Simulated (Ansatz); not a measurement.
Wavefunction ladder for C2H2Zn

```xyz
5

C    -0.834    0.174   -0.260
C    -0.477   -0.944   -0.027
Zn    2.622    1.540    0.574
H    -1.155    1.168   -0.468
H    -0.156   -1.938    0.181
```

The species carries charge 0 and has multiplicity 1. For Zn the d shell is correlated and the shells below it are frozen. Scalar relativity is left out up to krypton. The bonds changed during the relaxation, so this is another structure than the one it started from. The geometry is a stationary point of PBE0-D4/def2-TZVP. Frozen core, restricted reference, Ansatz 0.2.0.

```tsv
basis	HF (Eh)	MP2 corr.
def2-SVP	-1854.32242	-0.54410
def2-TZVPP	-1854.65779	-0.79867
def2-QZVPP	-1854.70120	-0.85495
```

(1) Estimate the CCSD correlation energy and the (T) correction in each basis where they were run (hartree).

## Answers

(1) 
| basis | CCSD corr. | (T) |
| --- | --- | --- |
| def2-SVP | -0.54948 | -0.01898 |
| def2-TZVPP | -0.77149 | -0.02994 |
